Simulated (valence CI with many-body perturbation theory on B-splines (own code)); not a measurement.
## Kr²⁹⁺: key properties

Calculated by configuration interaction combined with many-body perturbation theory (CI+MBPT): five valence electrons over a frozen Dirac-Fock core [He], a basis of 9 s, 9 p, 8 d, 6 f, 3 g, 1 h functions for each j, with the one-electron correlation potential Σ1 (screened to all orders), the two-electron term Σ2, the three-electron term Σ3, Breit, model QED; selected single and double excitations, second order for the rest (own B-spline code, finite nucleus).

No measured spectrum was set against this ion. As an estimate, large intervals hold to a few tenths of a per cent, small ones and those within an open d or f shell to about a per cent. Among the levels kept, up to 1500 cm⁻¹ of a level comes from second order outside the variational space, and about a tenth of that is noise between levels of different J, which matters for small intervals.

Levels are named by their leading jj configuration (3d3/2^4 stands for four electrons in 3d with j = 3/2), which in mixed levels can hold well under half, so a name can repeat and another be missing.

Rates and lifetimes use the calculated energies. Strong lines usually hold to 10 to 20 %, long lifetimes can be off by a factor of two.

Problem. What is the ground level?

Solution. (2s^2 2p1/2^2 2p3/2) J=3/2, composition 47 % 2s2 2p3 4S° + 35 % 2s2 2p3 2P° + 18 % 2s2 2p3 2D°, g = 1.549.

Problem. How well does LS coupling describe the low levels?

Solution. Among the lowest 20 levels the leading LS term, summed over configurations, holds 71 % on average. For single configurations the figures are 71 % in LS and 90 % in jj coupling. Terms mix most in the J = 1/2 level at 276.7 eV, where the leading one holds 45 %.

Problem. Where does the other parity begin?

Solution. At (2s 2p1/2^2 2p3/2^2) J=5/2, 172.5 eV.

Problem. What is the ionisation energy?

Solution. 3379.7 eV; NIST lists 3380 ± 30 eV (semi-empirical).

Problem. Name the longest-lived excited levels whose lifetime is computed, and their main decay.

Solution. (2s^2 2p1/2 2p3/2^2) J=5/2 at 60.4 eV lives 4.45 μs, mostly by M1 to (2s^2 2p1/2^2 2p3/2) J=3/2; (2s^2 2p1/2 2p3/2^2) J=3/2 at 47.7 eV lives 825 ns, mostly by M1 to (2s^2 2p1/2^2 2p3/2) J=3/2; (2s^2 2p1/2 2p3/2^2) J=1/2 at 77.1 eV lives 660 ns, mostly by M1 to (2s^2 2p1/2^2 2p3/2) J=3/2.

Problem. Among levels below 2122.0 eV, which E1 lines absorb most strongly from the ground level?

Solution. to (2s^2 2p1/2 2p3/2 3d3/2) J=3/2 at 0.6048 nm, f = 0.413; to (2s^2 2p1/2 2p3/2 3d3/2) J=5/2 at 0.6053 nm, f = 0.356; to (2s^2 2p1/2^2 3d5/2) J=5/2 at 0.6225 nm, f = 0.346.

Problem. What are the static dipole polarisabilities of the lowest levels?

Solution. (2s^2 2p1/2^2 2p3/2) J=3/2 0.00256 (tensor 0.00029); (2s^2 2p1/2 2p3/2^2) J=3/2 0.00284 (tensor 0.00028); (2s^2 2p1/2 2p3/2^2) J=5/2 0.00267 (tensor 0.00019); (2s^2 2p1/2 2p3/2^2) J=1/2 0.00243 bohr³, of which the core gives 5.19e-06.
